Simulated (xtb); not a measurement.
vinyl chloride (C2H3Cl), singlet, from a rough starting geometry; GFN2-xTB (xtb).

Here is a job for xtb.
```
$ xtb mol.xyz --gfn 2 --opt vtight --json

# file mol.xyz
6

C     -0.60290119     0.01477309    -0.01361299
C      0.69306222     0.23631691    -0.07478334
Cl    -1.23616011    -1.67880265     0.02521456
H     -1.32707869     0.73592828     0.00936645
H      1.48437116    -0.53493223    -0.00455119
H      1.03087452     1.26361040     0.02099353
```

What the program printed (banner, timings and long lists left out):

```
   ID    Z sym.   atoms
    1    6 C      1, 2
    2   17 Cl     3
    3    1 H      4-6

           -------------------------------------------------
          |                Calculation Setup                |
           -------------------------------------------------

           -------------------------------------------------
          |                 G F N 2 - x T B                 |
           -------------------------------------------------

          ...................................................
          :                      SETUP                      :
          :.................................................:
          :  # basis functions                  21          :
          :  # atomic orbitals                  20          :
          :  # shells                           10          :
          :  # electrons                        18          :
          :  max. iterations                   250          :
          :  Hamiltonian                  GFN2-xTB          :
          :  restarted?                      false          :
          :  GBSA solvation                  false          :
          :  PC potential                    false          :
          :  electronic temp.          300.0000000     K    :
          :  accuracy                    1.0000000          :
          :  -> integral cutoff          0.2500000E+02      :
          :  -> integral neglect         0.1000000E-07      :
          :  -> SCF convergence          0.1000000E-05 Eh   :
          :  -> wf. convergence          0.1000000E-03 e    :
          :  Broyden damping             0.4000000          :
          :  net charge                          0          :
          :  unpaired electrons                  0          :
          ...................................................

 iter      E             dE          RMSdq      gap      omega  full diag
   1    -10.4070083 -0.104070E+02  0.561E+00    5.34       0.0  T
   2    -10.4274781 -0.204698E-01  0.349E+00    4.65       1.0  T
   3    -10.4207452  0.673284E-02  0.194E+00    4.74       1.0  T
   4    -10.4307779 -0.100327E-01  0.784E-01    4.70       1.0  T
   5    -10.4323260 -0.154806E-02  0.120E-01    4.70       1.0  T
   6    -10.4323410 -0.149878E-04  0.691E-02    4.69       1.0  T
   7    -10.4323508 -0.982721E-05  0.444E-02    4.69       1.0  T
   8    -10.4323567 -0.586497E-05  0.168E-02    4.70       2.4  T
   9    -10.4323573 -0.597528E-06  0.334E-03    4.70      12.2  T
[...]
         :: total energy             -10.315423342140 Eh    ::
 * total energy  :   -10.3154233 Eh     change       -0.1713651E-10 Eh
 * total energy  :   -10.3198073 Eh     change       -0.4383994E-02 Eh
 * total energy  :   -10.3208555 Eh     change       -0.1048189E-02 Eh
 * total energy  :   -10.3217301 Eh     change       -0.8745379E-03 Eh
 * total energy  :   -10.3218370 Eh     change       -0.1069715E-03 Eh
 * total energy  :   -10.3218886 Eh     change       -0.5160641E-04 Eh
 * total energy  :   -10.3218968 Eh     change       -0.8121408E-05 Eh
 * total energy  :   -10.3218989 Eh     change       -0.2135299E-05 Eh
 * total energy  :   -10.3218994 Eh     change       -0.5310411E-06 Eh
 * total energy  :   -10.3218995 Eh     change       -0.3919711E-07 Eh
   *** GEOMETRY OPTIMIZATION CONVERGED AFTER 10 ITERATIONS ***
         :: total energy             -10.321899467934 Eh    ::
[...]
      -------------------------------------------------------------
                  HL-Gap            0.1755817 Eh            4.7778 eV
             Fermi-level           -0.3198132 Eh           -8.7026 eV

     #   Z          covCN         q      C6AA      α(0)
     1   6 C        2.797     0.057    26.707     8.466
     2   6 C        2.879    -0.097    30.438     9.045
     3  17 Cl       0.937    -0.164   104.271    15.622
     4   1 H        0.926     0.067     2.121     2.278
     5   1 H        0.926     0.071     2.070     2.250
     6   1 H        0.926     0.065     2.136     2.286

 Mol. C6AA /au·bohr⁶  :        637.314920
 Mol. C8AA /au·bohr⁸  :      19190.153763
 Mol. α(0) /au        :         39.945625

Wiberg/Mayer (AO) data.
largest (>0.10) Wiberg bond orders for each atom

 ---------------------------------------------------------------------------
     #   Z sym  total        # sym  WBO       # sym  WBO       # sym  WBO
 ---------------------------------------------------------------------------
     1   6 C    3.919 --     2 C    1.951     3 Cl   0.998     4 H    0.965
     2   6 C    3.987 --     1 C    1.951     5 H    0.972     6 H    0.967
     3  17 Cl   1.130 --     1 C    0.998
     4   1 H    0.996 --     1 C    0.965
     5   1 H    0.995 --     2 C    0.972
     6   1 H    0.996 --     2 C    0.967
 ---------------------------------------------------------------------------

Topologies differ in total number of bonds
Writing topology from bond orders to xtbtopo.mol

molecular dipole:
                 x           y           z       tot (Debye)
 q only:        0.336       0.632      -0.004
   full:        0.271       0.529      -0.003       1.511
molecular quadrupole (traceless):
                xx          xy          yy          xz          yz          zz
 q only:        0.777      -1.999      -1.141      -0.007       0.010       0.364
  q+dip:        1.798      -2.256      -0.670      -0.030       0.011      -1.127
   full:        0.835      -1.796      -0.374      -0.015       0.008      -0.462

optimized geometry written to: xtbopt.xyz

           -------------------------------------------------
          | TOTAL ENERGY              -10.321899467934 Eh   |
          | GRADIENT NORM               0.000047810128 Eh/α |
          | HOMO-LUMO GAP               4.777821228458 eV   |
           -------------------------------------------------

normal termination of xtb
```
